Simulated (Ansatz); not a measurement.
Name a neutral molecule of Al, As, N, S and H with HOMO–LUMO gap (ωB97M-V/def2-TZVPP) between 8.10 and 8.40 eV and size of the dipole moment (B3LYP/def2-TZVPP) between 1.60 and 1.90 D (Ansatz, PBE0-D4/def2-TZVP geometry).

`N[As]1[AlH][S]1` (8.32 eV, 1.88 D). Other molecules can fit too; these were computed, each in one conformer that needn't be the lowest.

B3LYP here is the variant with VWN-RPA as its local correlation; programs differ in this.
